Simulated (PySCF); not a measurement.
H6O4SiTi, multiplicity 1. Atoms are numbered in the order given.

```xyz
12

Si    -2.6516    -0.4456    -0.1024
O     -1.0210    -0.1669    -0.0299
Ti     0.7564     0.1275     0.0298
O      1.6343    -1.4327    -0.0325
O      1.1821     0.9789     1.5474
O      1.2547     1.1344    -1.3654
H     -3.3989     0.7024     0.4904
H     -2.9984    -1.6841     0.6552
H     -3.0845    -0.6162    -1.5208
H      2.1927    -1.8606     0.6276
H      1.5460     1.8618     1.6841
H      1.8239     0.9220    -2.1149
```

Geometry optimised at B3LYP-D3(BJ)/def2-SVP. The multiplicity is an assumed one; other spin states were not compared. Other conformers were not sampled.

Calculation: B3LYP-D3(BJ)/def2-SVP run with PySCF.

Frequencies are harmonic and unscaled.

A small imaginary wavenumber (i) marks a very flat motion, where grid noise or a shallow saddle decides the sign.

```
mode  ν (cm⁻¹)  IR (km/mol)  moving atoms (share of kinetic energy)
----  --------  -----------  --------------------------------------
1           4i          0.0                                  H 97 %
2           13          3.4                 O 63 %, Si 17 %, H 16 %
3           14          3.4                 O 63 %, Si 17 %, H 16 %
4          157         41.7                          H 57 %, O 42 %
5          157         41.2                          H 56 %, O 42 %
6          167         56.7                          H 61 %, O 25 %
7          197          5.6                          O 55 %, H 37 %
8          198          5.5                  O 55 %, H 37 %, Ti 8 %
9          248         32.7                 O 60 %, H 27 %, Ti 12 %
10         248         33.3                 O 60 %, H 28 %, Ti 12 %
11         274        148.4                 O 47 %, H 42 %, Si 11 %
12         440         63.0                   H 76 %, Si 9 %, O 8 %
13         458        212.8                          H 70 %, O 29 %
14         459        213.6                          H 70 %, O 29 %
15         499         14.5        Ti 31 %, Si 28 %, O 27 %, H 14 %
16         729         46.5                          H 83 %, Si 9 %
17         729         46.7                          H 84 %, Si 9 %
18         755        280.5                 O 71 %, Ti 19 %, H 10 %
19         798        212.6                  O 56 %, Ti 36 %, H 8 %
20         798        212.8                  O 56 %, Ti 36 %, H 8 %
21         957         93.0                                  H 96 %
22         957         93.0                                  H 96 %
23         992        882.8                 H 66 %, Si 20 %, O 14 %
24        1062        348.2                          O 68 %, H 23 %
25        2212        166.6                                  H 96 %
26        2213        166.5                                  H 96 %
27        2219        111.1                                  H 99 %
28        3877        211.1                                  H 94 %
29        3877        211.6                                  H 94 %
30        3884        173.0                                  H 94 %
```
